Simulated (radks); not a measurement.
Q: The table gives one normalised radial function P(r) = r R(r) of Tm3.25+ in [Kr] 4d10 4f(up 6.5, down 6.5) 5s2 5p(up 2.75, down 2) (r in bohr). Calculated with a radial shooting solver on a logarithmic mesh with Libxc functionals: scalar-relativistic Kohn-Sham, PBE, spin-polarised, spherical densities, finite nucleus; Fermi nuclear charge, rms radius 5.2256 fm.

r,P
0.001106,0.0015
0.001267,0.0019
0.001463,0.0024
0.001676,0.0030
0.00192,0.0037
0.002218,0.0048
0.002541,0.0060
0.002911,0.0076
0.003362,0.0096
0.003852,0.0121
0.004448,0.0153
0.005096,0.0191
0.005838,0.0239
0.006743,0.0301
0.007725,0.0372
0.00885,0.0460
0.01022,0.0571
0.01171,0.0696
0.01342,0.0842
0.01549,0.1020
0.01775,0.1210
0.02034,0.1417
0.02349,0.1646
0.02691,0.1861
0.03083,0.2057
0.0356,0.2217
0.04079,0.2293
0.04673,0.2260
0.05397,0.2066
0.06183,0.1700
0.07141,0.1098
0.08182,0.0336
0.09373,-0.0570
0.1083,-0.1589
0.124,-0.2465
0.1421,-0.3085
0.1641,-0.3271
0.188,-0.2858
0.2154,-0.1828
0.2488,-0.0170
0.285,0.1674
0.3265,0.3405
0.3771,0.4646
0.432,0.4882
0.495,0.4024
0.5716,0.1996
0.6549,-0.0661
0.7503,-0.3580
0.8665,-0.6417
0.9927,-0.8431
1.147,-0.9571
1.314,-0.9643
1.505,-0.8853
1.738,-0.7356
1.991,-0.5650
2.281,-0.3969
2.635,-0.2463
3.018,-0.1406
3.458,-0.0710
3.994,-0.0296
4.575,-0.0110

Which n and l does it have? It may be an empty orbital.

A: n = 5, l = 1: the number of nodes gives n - l - 1 = 3, the rise at small r (about r^(l+1), flatter next to the nucleus through relativity) gives l, and the extent must fit the shell. The curve is that of 5p down; the table hardly tells the two spins apart. 5p down: eigenvalue -58.434 eV, 3 radial nodes at r = 0.0862, 0.252, 0.634 bohr, <r> = 1.42 bohr, 90 % of the charge inside 2.07 bohr.
